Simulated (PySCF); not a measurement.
CHO2, doublet, at a GFN2-xTB geometry. Base run: PySCF with MP2/STO-3G.

PySCF was given this input:
```python
from pyscf import gto, scf, mp

mol = gto.Mole()
mol.atom = '''
    O    -1.03300099   -0.39412693   -0.00168439
    C    -0.02709385    0.41048045   -0.01284311
    O     1.15649400    0.25596664    0.00752085
    H    -0.82538098   -1.35760035    0.03036691
'''
mol.basis = 'sto-3g'
mol.spin = 1
mol.verbose = 4
mol.build()

mf = scf.UHF(mol)
mf.kernel()

pt = mp.MP2(mf, frozen=3)
pt.kernel()
print('E(MP2) = %.10f' % pt.e_tot)
```

The base run was repeated with changes; each row names its change, and settings that it needs were set with it.

```json
[
 {"change": "base", "basis functions": "16", "E (Eh)": "-185.73185", "MP2 correlation (Eh)": "-0.14955", "SCF-reference HOMO (eV)": "-8.13", "SCF-reference dipole (D)": "1.86"},
 {"change": "basis = pcseg-0", "basis functions": "29", "E (Eh)": "-187.86927", "MP2 correlation (Eh)": "-0.32731", "SCF-reference HOMO (eV)": "-11.33", "SCF-reference dipole (D)": "2.59"},
 {"change": "basis = 6-31G", "basis functions": "29", "E (Eh)": "-188.34775", "MP2 correlation (Eh)": "-0.32259", "SCF-reference HOMO (eV)": "-11.41", "SCF-reference dipole (D)": "2.59"},
 {"change": "basis = 6-31G*", "basis functions": "?", "E (Eh)": "?", "MP2 correlation (Eh)": "?", "SCF-reference HOMO (eV)": "?", "SCF-reference dipole (D)": "?"},
 {"change": "basis = pc-1", "basis functions": "47", "E (Eh)": "-188.55612", "MP2 correlation (Eh)": "-0.47666", "SCF-reference HOMO (eV)": "-11.46", "SCF-reference dipole (D)": "2.60"},
 {"change": "basis = def2-SVP", "basis functions": "47", "E (Eh)": "?", "MP2 correlation (Eh)": "?", "SCF-reference HOMO (eV)": "?", "SCF-reference dipole (D)": "2.61"},
 {"change": "basis = pcseg-1", "basis functions": "47", "E (Eh)": "?", "MP2 correlation (Eh)": "?", "SCF-reference HOMO (eV)": "?", "SCF-reference dipole (D)": "2.61"},
 {"change": "basis = 6-31+G*", "basis functions": "56", "E (Eh)": "-188.59137", "MP2 correlation (Eh)": "-0.46181", "SCF-reference HOMO (eV)": "-11.44", "SCF-reference dipole (D)": "2.61"},
 {"change": "basis = aug-cc-pVDZ", "basis functions": "?", "E (Eh)": "?", "MP2 correlation (Eh)": "?", "SCF-reference HOMO (eV)": "-11.38", "SCF-reference dipole (D)": "2.60"},
 {"change": "basis = 6-311+G(2d,p)", "basis functions": "87", "E (Eh)": "-188.73607", "MP2 correlation (Eh)": "-0.54558", "SCF-reference HOMO (eV)": "-11.44", "SCF-reference dipole (D)": "2.62"},
 {"change": "basis = def2-TZVP", "basis functions": "99", "E (Eh)": "-188.80332", "MP2 correlation (Eh)": "-0.59253", "SCF-reference HOMO (eV)": "-11.38", "SCF-reference dipole (D)": "2.62"},
 {"change": "basis = cc-pVTZ", "basis functions": "104", "E (Eh)": "-188.80111", "MP2 correlation (Eh)": "-0.59829", "SCF-reference HOMO (eV)": "-11.33", "SCF-reference dipole (D)": "2.60"},
 {"change": "basis = pc-2", "basis functions": "104", "E (Eh)": "-188.79054", "MP2 correlation (Eh)": "-0.58431", "SCF-reference HOMO (eV)": "-11.40", "SCF-reference dipole (D)": "2.63"}
]
```

Task: Complete the blanks.

Result: 
- basis = 6-31G*, basis functions: 44
- basis = 6-31G*, E (Eh): -188.57699
- basis = 6-31G*, MP2 correlation (Eh): -0.45465
- basis = 6-31G*, SCF-reference HOMO (eV): -11.20
- basis = 6-31G*, SCF-reference dipole (D): 2.55
- basis = def2-SVP, E (Eh): -188.45332
- basis = def2-SVP, MP2 correlation (Eh): -0.47267
- basis = def2-SVP, SCF-reference HOMO (eV): -11.25
- basis = pcseg-1, E (Eh): -188.55471
- basis = pcseg-1, MP2 correlation (Eh): -0.47665
- basis = pcseg-1, SCF-reference HOMO (eV): -11.45
- basis = aug-cc-pVDZ, basis functions: 78
- basis = aug-cc-pVDZ, E (Eh): -188.66067
- basis = aug-cc-pVDZ, MP2 correlation (Eh): -0.50124

Totals compare only among sets that treat the same electrons; sets with core potentials leave the core out.

Open shells are given as the SCF converged; they aren't shown to be the lowest states, and a large step between rows can be another state.
